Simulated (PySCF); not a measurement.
F3OSi, doublet, geometry from GFN2-xTB, atoms displaced at random by about 0.05 Å a coordinate; PySCF with HF/STO-3G.

Here is a job for PySCF.
```python
from pyscf import gto, scf
from pyscf.geomopt import geometric_solver

mol = gto.Mole()
mol.atom = '''
    O     1.65478677   -0.15716864    0.14843370
    Si    0.04970787   -0.10668469    0.07713445
    F    -0.49971057    1.40845750   -0.26818862
    F    -0.74518164   -0.33697073    1.35380196
    F    -0.48254460   -0.91387128   -1.18080087
'''
mol.basis = 'sto-3g'
mol.spin = 1
mol.verbose = 3
mol.build()

def method(m):
    mf = scf.UHF(m)
    return mf

conv, mol_eq = geometric_solver.kernel(method(mol), maxsteps=100, coordsys='cart')
print('optimisation converged:', conv)
print(mol_eq.tostring(format='xyz'))
mf = method(mol_eq)
mf.kernel()
```

Problem. Write the output that PySCF gives for this input, abridged.

Solution. 
```
Custom engine selected.
Bonds will be generated from interatomic distances less than 1.20 times sum of covalent radii
15 Cartesian coordinates being used
Internal coordinate system (atoms numbered from 1):
Cartesian-X 1
Cartesian-Y 1
Cartesian-Z 1
Cartesian-X 2
Cartesian-Y 2
Cartesian-Z 2
Cartesian-X 3
Cartesian-Y 3
Cartesian-Z 3
Cartesian-X 4
Cartesian-Y 4
Cartesian-Z 4
Cartesian-X 5
Cartesian-Y 5
Cartesian-Z 5
<class 'geometric.internal.CartesianX'> : 5
<class 'geometric.internal.CartesianY'> : 5
<class 'geometric.internal.CartesianZ'> : 5
> ===== Optimization Info: ====
> Job type: Energy minimization
> Maximum number of optimization cycles: 100
> Initial / maximum trust radius (Angstrom): 0.100 / 0.300
> Convergence Criteria:
> Will converge when all 5 criteria are reached:
>  |Delta-E| < 1.00e-06
>  RMS-Grad  < 3.00e-04
>  Max-Grad  < 4.50e-04
>  RMS-Disp  < 1.20e-03
>  Max-Disp  < 1.80e-03
> === End Optimization Info ===

Geometry optimization cycle 1
Cartesian coordinates (Angstrom)
 Atom        New coordinates             dX        dY        dZ
   O   1.654787  -0.157169   0.148434    0.000000  0.000000  0.000000
  Si   0.049708  -0.106685   0.077134    0.000000  0.000000  0.000000
   F  -0.499711   1.408457  -0.268189    0.000000  0.000000  0.000000
   F  -0.745182  -0.336971   1.353802    0.000000  0.000000  0.000000
   F  -0.482545  -0.913871  -1.180801    0.000000  0.000000  0.000000

WARN: Mole.unit (angstrom) is changed to Bohr

converged SCF energy = -653.599583514176  <S^2> = 0.75351528  2S+1 = 2.0035122
--------------- UHF_Scanner gradients ---------------
         x                y                z
0 O    -0.0685611161     0.0070947139    -0.0077615079
1 Si     0.0716177241    -0.0820212181     0.0739574748
2 F    -0.0244819336     0.0279657485    -0.0050651844
3 F     0.0242868600     0.0302446252    -0.0582914189
4 F    -0.0028615344     0.0167161305    -0.0028393636
----------------------------------------------
cycle 1: E = -653.599583514  dE = -653.6  norm(grad) = 0.169537
Step    0 : Gradient = 7.582e-02/1.316e-01 (rms/max) Energy = -653.5995835142
[...]
Geometry optimization cycle 2
Cartesian coordinates (Angstrom)
 Atom        New coordinates             dX        dY        dZ
   O   1.727349  -0.164677   0.156648    0.072562 -0.007509  0.008214
  Si  -0.026089  -0.019877  -0.001139   -0.075797  0.086808 -0.078273
   F  -0.473800   1.378860  -0.262828    0.025911 -0.029598  0.005361
   F  -0.770886  -0.368980   1.415495   -0.025704 -0.032010  0.061693
   F  -0.479516  -0.931563  -1.177796    0.003029 -0.017692  0.003005
converged SCF energy = -653.604895975903  <S^2> = 0.75749319  2S+1 = 2.0074792
--------------- UHF_Scanner gradients ---------------
         x                y                z
0 O     0.0393958433    -0.0030247540     0.0022690383
1 Si    -0.0557751758     0.0765370869    -0.0769716634
2 F     0.0249911265    -0.0969861096     0.0244155635
3 F    -0.0186739043     0.0030107351     0.0304199565
4 F     0.0100621103     0.0204630416     0.0198671052
----------------------------------------------
cycle 2: E = -653.604895976  dE = -0.00531246  norm(grad) = 0.171127
Step    1 : Displace = 8.024e-02/1.393e-01 (rms/max) Trust = 1.000e-01 (=) Grad = 7.653e-02/1.220e-01 (rms/max) E (change) = -653.6048959759 (-5.312e-03) Quality = 0.185
Along Cartesian-Y 2 0.484
[...]
Geometry optimization cycle 3
Cartesian coordinates (Angstrom)
 Atom        New coordinates             dX        dY        dZ
   O   1.711524  -0.163646   0.156119   -0.015825  0.001031 -0.000529
  Si  -0.001130  -0.055760   0.035804    0.024959 -0.035882  0.036943
   F  -0.485747   1.431957  -0.276393   -0.011947  0.053097 -0.013565
   F  -0.762560  -0.373752   1.403813    0.008326 -0.004772 -0.011682
   F  -0.485029  -0.945036  -1.188962   -0.005513 -0.013474 -0.011167
converged SCF energy = -653.617696389611  <S^2> = 0.75581784  2S+1 = 2.0058094
--------------- UHF_Scanner gradients ---------------
[...]
converged SCF energy = -653.618611748604  <S^2> = 0.75519231  2S+1 = 2.0051856
Step    3 : Displace = 1.369e-02/1.850e-02 (rms/max) Trust = 5.674e-02 (+) Grad = 1.098e-02/1.486e-02 (rms/max) E (change) = -653.6186117486 (-9.154e-04) Quality = 1.118
converged SCF energy = -653.619736832863  <S^2> = 0.75477956  2S+1 = 2.0047739
Step    4 : Displace = 1.945e-02/2.418e-02 (rms/max) Trust = 8.024e-02 (+) Grad = 6.836e-03/9.757e-03 (rms/max) E (change) = -653.6197368329 (-1.125e-03) Quality = 1.465
converged SCF energy = -653.620241426234  <S^2> = 0.75485134  2S+1 = 2.0048455
Step    5 : Displace = 2.348e-02/3.056e-02 (rms/max) Trust = 1.135e-01 (+) Grad = 4.400e-03/7.251e-03 (rms/max) E (change) = -653.6202414262 (-5.046e-04) Quality = 0.917
converged SCF energy = -653.620298429028  <S^2> = 0.75475774  2S+1 = 2.0047521
Step    6 : Displace = 4.707e-03/6.064e-03 (rms/max) Trust = 1.605e-01 (+) Grad = 2.626e-03/3.651e-03 (rms/max) E (change) = -653.6202984290 (-5.700e-05) Quality = 0.705
converged SCF energy = -653.620326736556  <S^2> = 0.75481129  2S+1 = 2.0048055
Step    7 : Displace = 1.966e-03/2.673e-03 (rms/max) Trust = 1.605e-01 (=) Grad = 1.266e-03/1.648e-03 (rms/max) E (change) = -653.6203267366 (-2.831e-05) Quality = 1.476
converged SCF energy = -653.620356727809  <S^2> = 0.7548651  2S+1 = 2.0048592
Step    8 : Displace = 3.566e-03/4.962e-03 (rms/max) Trust = 2.270e-01 (+) Grad = 1.256e-03/1.728e-03 (rms/max) E (change) = -653.6203567278 (-2.999e-05) Quality = 1.462
converged SCF energy = -653.620381979906  <S^2> = 0.75489357  2S+1 = 2.0048876
Step    9 : Displace = 5.187e-03/7.136e-03 (rms/max) Trust = 3.000e-01 (+) Grad = 1.362e-03/2.213e-03 (rms/max) E (change) = -653.6203819799 (-2.525e-05) Quality = 1.348
[...]
   F  -0.449865   1.475935  -0.306014    0.002818 -0.000308 -0.001328
   F  -0.728427  -0.442073   1.382784    0.000207 -0.002878 -0.001288
   F  -0.499718  -0.970789  -1.151474   -0.004024 -0.000005  0.001588
converged SCF energy = -653.620391427475  <S^2> = 0.75487934  2S+1 = 2.0048734
--------------- UHF_Scanner gradients ---------------
         x                y                z
0 O     0.0005301261    -0.0001526148     0.0000575141
1 Si    -0.0003400468    -0.0001696942     0.0008759607
2 F    -0.0002820109     0.0003240086    -0.0000351007
3 F     0.0002438702     0.0002429890    -0.0005971371
4 F    -0.0001519385    -0.0002446886    -0.0003012371
----------------------------------------------
cycle 11: E = -653.620391427  dE = -9.44757e-06  norm(grad) = 0.00143314
Step   10 : Displace = 3.342e-03/4.334e-03 (rms/max) Trust = 3.000e-01 (=) Grad = 6.409e-04/9.548e-04 (rms/max) E (change) = -653.6203914275 (-9.448e-06) Quality = 1.235
Along Cartesian-X 5 -0.538
[...]
Geometry optimization cycle 12
Cartesian coordinates (Angstrom)
 Atom        New coordinates             dX        dY        dZ
   O   1.671135  -0.152491   0.177730   -0.000499  0.000699  0.000284
  Si  -0.016486  -0.016029   0.027208    0.000080  0.000091 -0.000432
   F  -0.449050   1.475866  -0.306334    0.000815 -0.000069 -0.000320
   F  -0.728319  -0.442857   1.382774    0.000108 -0.000784 -0.000010
   F  -0.500223  -0.970727  -1.150997   -0.000505  0.000063  0.000477
converged SCF energy = -653.620392834246  <S^2> = 0.75486041  2S+1 = 2.0048545
--------------- UHF_Scanner gradients ---------------
         x                y                z
0 O     0.0001552613    -0.0000772760     0.0000756389
1 Si     0.0000224392     0.0000157321     0.0000802475
2 F    -0.0001396342     0.0000657770     0.0000120955
3 F     0.0000524511     0.0000380993    -0.0001933374
4 F    -0.0000905173    -0.0000423323     0.0000253555
----------------------------------------------
cycle 12: E = -653.620392834  dE = -1.40677e-06  norm(grad) = 0.000345211
Step   11 : Displace = 7.622e-04/9.027e-04 (rms/max) Trust = 3.000e-01 (=) Grad = 1.544e-04/2.039e-04 (rms/max) E (change) = -653.6203928342 (-1.407e-06) Quality = 1.184
Along Cartesian-X 3 0.478
[...]
Geometry optimization cycle 13
Cartesian coordinates (Angstrom)
 Atom        New coordinates             dX        dY        dZ
   O   1.670854  -0.152435   0.177603   -0.000281  0.000057 -0.000126
  Si  -0.016590  -0.016032   0.027180   -0.000105 -0.000003 -0.000027
   F  -0.448862   1.475840  -0.306365    0.000188 -0.000027 -0.000031
   F  -0.728319  -0.442918   1.382987    0.000000 -0.000061  0.000213
   F  -0.500026  -0.970692  -1.151025    0.000197  0.000034 -0.000028
converged SCF energy = -653.620393040736  <S^2> = 0.75485473  2S+1 = 2.0048489
--------------- UHF_Scanner gradients ---------------
         x                y                z
0 O     0.0000305675    -0.0000625134     0.0000550316
1 Si     0.0000940877     0.0000590445    -0.0001058651
2 F    -0.0000906854    -0.0000013349     0.0000225393
3 F     0.0000033043    -0.0000055060    -0.0000551016
4 F    -0.0000372742     0.0000103097     0.0000833958
----------------------------------------------
cycle 13: E = -653.620393041  dE = -2.0649e-07  norm(grad) = 0.000227329
Step   12 : Displace = 2.173e-04/3.127e-04 (rms/max) Trust = 3.000e-01 (=) Grad = 1.017e-04/1.534e-04 (rms/max) E (change) = -653.6203930407 (-2.065e-07) Quality = 1.421
Along Cartesian-X 1 -0.577
[...]
Converged! =D

optimisation converged: True
5
XYZ from PySCF
O           1.67085430       -0.15243464        0.17760312
Si         -0.01659022       -0.01603242        0.02718043
F          -0.44886194        1.47583952       -0.30636520
F          -0.72831877       -0.44291788        1.38298682
F          -0.50002554       -0.97069242       -1.15102455

converged SCF energy = -653.62039303884  <S^2> = 0.75485403  2S+1 = 2.0048482
```
